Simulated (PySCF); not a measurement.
3-fluoro-2-(4-fluorothiophen-2-yl)thiophene (C8H4F2S2), SMILES Fc1csc(-c2sccc2F)c1.

The structure is a stationary point at B3LYP-D3(BJ)/def2-SVP. Other conformers were not sampled.

Two levels are set side by side: PBE/def2-SVP (PySCF) and PBE0/def2-SVP (PySCF). Same geometry, gas phase. Differences are taken from unrounded values.

```json
[
 {"quantity": "orbital gap (eV)", "PBE0": "4.55"},
 {"quantity": "highest occupied level (eV)", "PBE0": "-6.19"},
 {"quantity": "lowest empty level (eV)", "PBE0": "-1.64"},
 {"quantity": "dipole moment (D)", "PBE0": "2.29"},
 {"quantity": "mean polarisability (bohr³)", "PBE0": "117.0"}
]
```

What does PBE give, and how far is it from PBE0? (An estimate is asked for; the answer gives what the named calculation found.)


```csv
quantity,PBE,PBE minus PBE0
orbital gap (eV),2.90,-1.65
highest occupied level (eV),-5.15,1.03
lowest empty level (eV),-2.25,-0.62
dipole moment (D),1.99,-0.30
mean polarisability (bohr³),121.0,4.1
```

PBE's occupied levels lie high since its potential decays too fast outside the molecule; exact exchange lowers them and widens the gap. Loosely held outer electrons make PBE densities more polarisable. Differences between two approximate levels are no errors against the true value.

Rough cost on one machine, each run with all the roots and properties that it gave: PBE0 against PBE within a factor of 2.
